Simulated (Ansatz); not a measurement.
Conformers of ClFH$_{2}$HfOS, SMILES `[OH][Hf]([F])([SH])[Cl]`, each relaxed with PBE0-D4/def2-TZVP in Ansatz. CBS adds the triple-zeta coupled-cluster correction to the MP2 limit.

Elements past krypton have def2 core potentials. Outer-core shells of Hf are correlated without core-valence functions. Spin–orbit coupling is left out.

Not all of them had a frequency check.

Conformer A:

Cartesian coordinates in Å:
```
O -0.355 0.922 1.177
Hf -0.393 -0.048 -0.449
F -2.045 -0.943 -0.710
S 1.365 -1.743 -0.333
Cl -0.040 1.403 -2.263
H -0.528 1.467 1.939
H 1.995 -1.057 0.639
```

Conformer B:

Cartesian coordinates in Å:
```
O -0.614 -0.659 1.607
Hf 0.268 0.148 0.143
F 2.044 -0.493 -0.059
S -1.029 -0.480 -1.827
Cl 0.363 2.486 0.366
H -0.935 -1.042 2.418
H -0.096 0.040 -2.649
```

**Question.** Which is lowest in electronic energy at CCSD(T)/CBS (frozen core, def2 sets), and by how much? (An estimate is asked.)

**Answer.** The calculation gave: B; A lies 1.9 kJ/mol higher. Gaps under about 2 kJ/mol don't settle the order.

**Question.** Give the energies relative to B (kJ/mol) with r2SCAN-D4/def2-TZVPP, ωB97M-V/def2-TZVPP, B2PLYP/def2-TZVPP, r2SCAN/def2-TZVPP, MP2/def2-TZVPP, SCS-MP2/def2-TZVPP, SCS-MP2/def2-QZVPP. (Best estimate.)

**Answer.** Ansatz gave: 
```json
{"level": "r2SCAN-D4/def2-TZVPP", "A": "1.7"}
{"level": "ωB97M-V/def2-TZVPP", "A": "1.7"}
{"level": "B2PLYP/def2-TZVPP", "A": "1.9"}
{"level": "r2SCAN/def2-TZVPP", "A": "1.7"}
{"level": "MP2/def2-TZVPP", "A": "2.0"}
{"level": "SCS-MP2/def2-TZVPP", "A": "2.0"}
{"level": "SCS-MP2/def2-QZVPP", "A": "2.1"}
```
